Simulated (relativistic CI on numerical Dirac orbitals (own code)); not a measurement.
# Hyperfine structure of Pb LXXIX, mass number 207

Calculated at this level of theory: Dirac-Coulomb-Breit CI, separate exchange-only KLI orbitals for each configuration, QED by a radiative potential, unscaled Slater integrals (own radial code, finite nucleus).

Configuration list (outside the closed core 1s2): 2s2, 2s.2p, 2p2, 2p.3s, 2p.3p, 2s.3s, 2s.3p, 2s.3d, 2s.4s, 2s.4p, 2s.4d, 2s.4f, 3s2, 3s.3p, 3p2. Levels of other configurations are missing.

Nuclear spin I = 1/2, μ = 0.5906 μN (tables of Stone and Pyykkö). The electronic factors are computed for point nuclear moments, without core polarisation or the Bohr-Weisskopf and QED corrections.

| Level | E (eV) | A (GHz) |
| --- | --- | --- |
| 2s.2p 3P°_1 | 246.9 | 31250 |
| 2s.2p 3P°_2 | 2587.9 | 12870 |
| 2s.2p 1P°_1 | 2692.1 | -9933 |
| 2p2 3P_1 | 2909.2 | -2084 |
| 2p2 1D_2 | 2927.1 | 4935 |
| 2p2 3P_2 | 5303.3 | 1439 |
| 2s.3s 3S_1 | 13987.7 | 30610 |
| 2s.3p 3P°_1 | 14083.5 | 25990 |

Levels with J = 0, under 50 % of one LS term, or S terms without an open s electron are left out. Small factors come from cancelling terms and can be off by tens of per cent or more.

At this charge energies of transitions that change n are usually good to better than 1 %, and those within a shell (Δn = 0) to a few per cent.

Give the hyperfine levels of 2s.2p 3P°_1 relative to its centre of gravity.

With K = F(F + 1) − I(I + 1) − J(J + 1), E = AK/2: F = 1/2: -31250, F = 3/2: 15630 GHz.

LS names give the leading component of a level, which can be under half, so a name can repeat, a term be missing and a line seem to break the LS rules.
